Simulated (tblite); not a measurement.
Compound: C4H6F2O3.
SMILES with atom numbers: `[O:1]=[C:2]([OH:3])[CH2:4][CH2:5][O:6][CH:7]([F:8])[F:9]` (hydrogens: H10 on O3; H11, H12 on C4; H13, H14 on C5; H15 on C7)

Computed with GFN2-xTB (tblite), gas phase: L-BFGS steps from a force-field or distance-geometry start until the largest atomic force falls under 0.01 eV/Å.

Step 6: E = -906.2012 eV
```
atom  x, y, z in Å  |  force x, y, z in eV/Å
O1      2.4152    0.7813    0.6066   -0.005   0.090   0.179
C2      2.0881    0.1285   -0.3442    0.030   0.010  -0.123
O3      2.9722   -0.2980   -1.2516   -0.048   0.005   0.055
C4      0.6747   -0.2910   -0.6675    0.074  -0.038  -0.028
C5     -0.2708    0.1196    0.4509    0.074  -0.004  -0.055
O6     -1.5970   -0.2692    0.1001   -0.027  -0.027   0.103
C7     -2.4926    0.0467    1.0570   -0.028  -0.083   0.016
F8     -3.7078   -0.3495    0.6730   -0.033  -0.038  -0.116
F9     -2.2361   -0.6060    2.2242   -0.005  -0.073   0.033
H10     3.8629   -0.0012   -0.9969   -0.040  -0.053  -0.086
H11     0.6533   -1.3708   -0.8108   -0.025  -0.045  -0.001
H12     0.3763    0.1663   -1.6104   -0.019   0.038  -0.038
H13    -0.2328    1.2054    0.6041    0.015   0.018   0.002
H14     0.0273   -0.3747    1.3810    0.013   0.016   0.049
H15    -2.5374    1.1206    1.3108    0.024   0.184   0.009
```

Step 7: E = -906.2039 eV
```
atom  x, y, z in Å  |  force x, y, z in eV/Å
O1      2.4070    0.7834    0.6117    0.022   0.023   0.054
C2      2.0882    0.1301   -0.3433    0.017   0.068   0.007
O3      2.9711   -0.2966   -1.2493   -0.030  -0.013   0.013
C4      0.6758   -0.2917   -0.6680    0.048  -0.013  -0.053
C5     -0.2689    0.1205    0.4502    0.043  -0.017  -0.004
O6     -1.5958   -0.2701    0.1018   -0.004  -0.033   0.099
C7     -2.4924    0.0443    1.0572   -0.037   0.036   0.043
F8     -3.7064   -0.3510    0.6673   -0.016  -0.027  -0.085
F9     -2.2403   -0.6049    2.2277   -0.005  -0.093   0.001
H10     3.8666   -0.0062   -1.0060   -0.049  -0.027  -0.042
H11     0.6532   -1.3712   -0.8118   -0.020  -0.046   0.002
H12     0.3764    0.1667   -1.6109   -0.011   0.026  -0.021
H13    -0.2310    1.2071    0.6040    0.011  -0.008  -0.009
H14     0.0273   -0.3738    1.3821    0.023   0.032   0.023
H15    -2.5352    1.1215    1.3134    0.008   0.093  -0.028
```

Problem. Estimate the geometry and energy of step 8. (The exact step hangs on the optimiser's Hessian estimate; all steps are aligned on step 7, rigid shifts and turns removed.)

Solution. E = -906.2054 eV, largest force 0.098 eV/Å
```
atom  x, y, z in Å  |  force x, y, z in eV/Å
O1      2.4033    0.7849    0.6153    0.033  -0.012  -0.025
C2      2.0886    0.1323   -0.3425   -0.003   0.067   0.071
O3      2.9698   -0.2962   -1.2479   -0.021  -0.015  -0.010
C4      0.6772   -0.2923   -0.6692    0.003   0.006  -0.037
C5     -0.2670    0.1206    0.4497    0.009  -0.019   0.027
O6     -1.5951   -0.2713    0.1045    0.016  -0.027   0.077
C7     -2.4931    0.0437    1.0583   -0.024   0.078   0.042
F8     -3.7060   -0.3523    0.6627    0.014  -0.004  -0.049
F9     -2.2425   -0.6062    2.2295   -0.025  -0.073  -0.022
H10     3.8675   -0.0092   -1.0113   -0.032  -0.011  -0.018
H11     0.6527   -1.3724   -0.8123   -0.007  -0.023   0.001
H12     0.3762    0.1674   -1.6117   -0.001   0.012  -0.007
H13    -0.2299    1.2077    0.6038    0.011  -0.025  -0.018
H14     0.0278   -0.3727    1.3831    0.035   0.037   0.005
H15    -2.5339    1.1239    1.3142   -0.008   0.009  -0.039
```

The energy changes by -0.0015 eV. The first-order estimate −F·Δx gives -0.0021 eV and the mean of the old and new forces, exact on a quadratic surface, -0.0015 eV. The step makes an angle of 48° with the force vector and moves no atom by more than 0.006 Å.

The cost below is that of the whole relaxation. Hardware: one thread, Intel Xeon at 2.50 GHz (x86_64) (shared host). Cost: 0.91 s.
